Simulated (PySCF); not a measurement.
BrF2HOSi, SMILES Br[Si](O)(F)F.

Coordinates come from a B3LYP-D3(BJ)/def2-SVP optimisation. This is a generated structure with no PubChem entry under its InChIKey; it may be hypothetical. One conformer was computed; it need not be the lowest.

Level of theory: B3LYP-D3(BJ)/def2-SVP (PySCF 2.14.0).

Frequencies are harmonic and unscaled.

```csv
mode,ν (cm⁻¹),IR (km/mol),Raman (Å⁴/amu),depolarisation,moving atoms (share of kinetic energy)
1,125,78.4,2.5,0.75,"H 65 %, F 32 %"
2,195,0.9,0.8,0.70,"O 42 %, F 36 %, Br 10 %"
3,210,25.7,0.2,0.75,"F 49 %, H 28 %, Si 10 %, Br 8 %"
4,274,16.8,3.1,0.47,"F 38 %, Br 38 %, O 20 %"
5,330,25.7,1.0,0.75,"F 66 %, Si 20 %, O 12 %"
6,336,54.4,1.3,0.75,"O 44 %, F 37 %, Si 17 %"
7,480,147.2,3.9,0.04,"Si 51 %, F 19 %, Br 13 %, H 11 %"
8,757,117.2,4.5,0.14,"H 53 %, O 30 %, F 17 %"
9,872,247.4,2.3,0.14,"F 36 %, Si 32 %, H 23 %, O 8 %"
10,967,162.7,0.5,0.75,"F 51 %, Si 49 %"
11,1004,158.5,1.6,0.48,"Si 47 %, O 35 %, F 12 %"
12,3863,141.9,142.0,0.31,H 94 %
```
